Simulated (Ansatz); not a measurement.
closo-1-SB4 (no H on S) (B4H4S), relaxed as a singlet with RKS PBE0-D4/def2-SVP in Ansatz, starting from the GFN2-xTB geometry. Force threshold 0.02 eV/Å.

Start:

```xyz
9

B    -0.1074    0.2481    1.0452
B     0.9092    0.3177   -0.4877
S    -0.2954    1.6794   -0.1203
B     0.1805   -1.0273    0.0733
B    -0.8995   -0.0077   -0.5965
H    -0.2121    0.4494    2.1895
H     1.9122    0.5964   -1.0151
H     0.3811   -2.1729    0.1537
H    -1.8686   -0.0830   -1.2421
```

```tsv
step	energy (eV)	largest force component (eV/Å)	SCF passes
1	-13593.1153	0.719	25
2	-13593.2031	0.257	31
3	-13593.2143	0.222	31
4	-13593.2187	0.007	32
```

Force components are those of the run's own axes.

End:

```xyz
9

B    -0.113    0.276    1.058
B     0.917    0.347   -0.496
S    -0.303    1.723   -0.122
B     0.179   -1.019    0.072
B    -0.916    0.017   -0.607
H    -0.209    0.415    2.244
H     1.964    0.565   -1.036
H     0.385   -2.193    0.155
H    -1.904   -0.131   -1.268
```

By distances, no bond broke or formed. The bond that changes most is B1–H6, from 1.17 to 1.20 Å (atoms count from 1).

No frequencies were taken in this run, so the end may be a saddle point.

Run time 25 s (4 threads of Intel Xeon on a shared host).
